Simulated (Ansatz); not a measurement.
Basis sets compared for trans-PdCl2(PF3)2 (P₂PdCl₂F₆). The state is a singlet with charge 0. Geometry r2SCAN-D4/def2-SVP. Ansatz on 6 threads of Intel Xeon on a shared host; times are rough, and most runs start from earlier orbitals.

```tsv
atom	x (Å)	y (Å)	z (Å)
Pd1	0.000	0.001	0.002
Cl2	2.289	0.272	0.166
P3	0.392	-1.968	1.001
F4	1.073	-1.928	2.419
F5	1.346	-2.970	0.254
F6	-0.809	-2.936	1.316
Cl7	-2.290	-0.271	-0.162
P8	-0.392	1.968	-1.001
F9	-1.067	1.923	-2.421
F10	0.809	2.938	-1.313
F11	-1.352	2.970	-0.261
```

In the def2 sets Pd takes a core potential; there is no spin–orbit coupling.

Binding counts from free atoms (Pd singlet, Cl doublet, P quartet, F doublet) in the same basis, without a counterpoise term.

```
           level  functions  energy (Eh)  HOMO (eV)  LUMO (eV)  binding per atom (eV)  wall time
 PBE-D4/def2-SVP        187   -2328.1665      -6.28      -4.25                   3.74      3.5 s
PBE0-D4/def2-SVP        187   -2328.2398      -7.88      -3.58                   3.46      7.5 s
```

(1) Estimate the rows for PBE-D4/def2-TZVP (with forces), PBE0-D4/def2-TZVP.

Answers

(1) 
```tsv
level	functions	energy (Eh)	HOMO (eV)	LUMO (eV)	binding per atom (eV)	wall time
PBE-D4/def2-TZVP (with forces)	374	-2329.5596	-6.54	-4.43	3.81	12 s
PBE0-D4/def2-TZVP	374	-2329.6270	-8.05	-3.67	3.58	22 s
```
